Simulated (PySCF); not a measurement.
A GIAO shielding run with PySCF (density fitting, non-relativistic, gas phase) on SMILES C#CC#CC(F)(F)F, C$_{5}$HF$_{3}$:

```
$ OMP_NUM_THREADS=1 python probes_run.py task.json out

{"job": {"kind": "nmr", "xc": "PBE0", "basis": "6-31G", "pop": true}, "charge": 0, "multiplicity": 1}
C      3.192159    -0.102453    -0.449579
C      1.991197    -0.059488    -0.267120
C      0.637568    -0.016319    -0.059795
C     -0.562295     0.017061     0.125021
C     -2.010736     0.059813     0.356840
F     -2.302393     0.826221     1.406335
F     -2.492982    -1.159009     0.593822
F     -2.649368     0.554909    -0.701741
H      4.254786    -0.137862    -0.610439
```

Hardware: 1 thread of an Arm Neoverse V1, shared host. The job also computes population analyses, field gradients.

Problem. How large is the calculation?

Solution. 58 electrons, 74 basis functions and 664 auxiliary functions.

Problem. How long does it take, and how much memory does it need?

Solution. 5.8 s of wall time, with 15 SCF cycles and 5 response iterations; peak memory 0.44 GiB. Times on a shared host scatter by some tens of per cent.

Problem. And these other runs on the same molecule and hardware: GIAO shielding at BHandHLYP/pcSseg-1; GIAO shielding at BLYP/pcSseg-1; GIAO shielding at CAM-B3LYP/pcSseg-1; GIAO shielding at KT3/pcSseg-1; GIAO shielding at LC-wPBE/pcSseg-1; GIAO shielding at LDA/pcSseg-1?

Solution. BHandHLYP/pcSseg-1: 141 functions, 9.7 s; BLYP/pcSseg-1: 141 functions, 15 s; CAM-B3LYP/pcSseg-1: 141 functions, 14 s; KT3/pcSseg-1: 141 functions, 15 s; LC-wPBE/pcSseg-1: 141 functions, 18 s; LDA/pcSseg-1: 141 functions, 12 s.
